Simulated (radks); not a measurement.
Values are calculated unless marked as measured or tabulated.
La IX, configuration [Kr] 4d10 5s2 5p1. Level of theory: Dirac Kohn-Sham, PBE, spin-unpolarised, spherical densities, finite nucleus; open shells fill j = l - 1/2 first; Fermi nuclear charge, rms radius 4.855 fm (a radial shooting solver on a logarithmic mesh with Libxc functionals).

Unscreened Slater integrals over Kohn-Sham orbitals (cm^-1). Large and small components are both included. Empty in this configuration: 5p3/2.

integral          value
F0(5p1/2,5p1/2)  129550
F0(5p1/2,5s1/2)  133850
G1(5p1/2,5s1/2)   92610
F0(5p1/2,4d5/2)  157790
G3(5p1/2,4d5/2)   15913
F0(5p1/2,4d3/2)  158100
G1(5p1/2,4d3/2)   15887
F0(5p1/2,5p3/2)  127520
G2(5p1/2,5p3/2)   69204
F0(5s1/2,5s1/2)  138800
F0(5s1/2,4d5/2)  166890
G2(5s1/2,4d5/2)   20511
F0(5s1/2,4d3/2)  167240
G2(5s1/2,4d3/2)   19944
F0(5s1/2,5p3/2)  131530
G1(5s1/2,5p3/2)   88959
F0(4d5/2,4d5/2)  259780
F2(4d5/2,4d5/2)  132720
F4(4d5/2,4d5/2)   88915
F0(4d5/2,4d3/2)  261300
F2(4d5/2,4d3/2)  133420
G2(4d5/2,4d3/2)  133230
G4(4d5/2,4d3/2)   89263
F0(4d5/2,5p3/2)  153770
F2(4d5/2,5p3/2)   49316
G1(4d5/2,5p3/2)   14667
G3(4d5/2,5p3/2)   14568
F0(4d3/2,4d3/2)  262860
F2(4d3/2,4d3/2)  134170
F0(4d3/2,5p3/2)  154050
F2(4d3/2,5p3/2)   48845
G1(4d3/2,5p3/2)   14357
G3(4d3/2,5p3/2)   14298
F0(5p3/2,5p3/2)  125630
F2(5p3/2,5p3/2)   68565
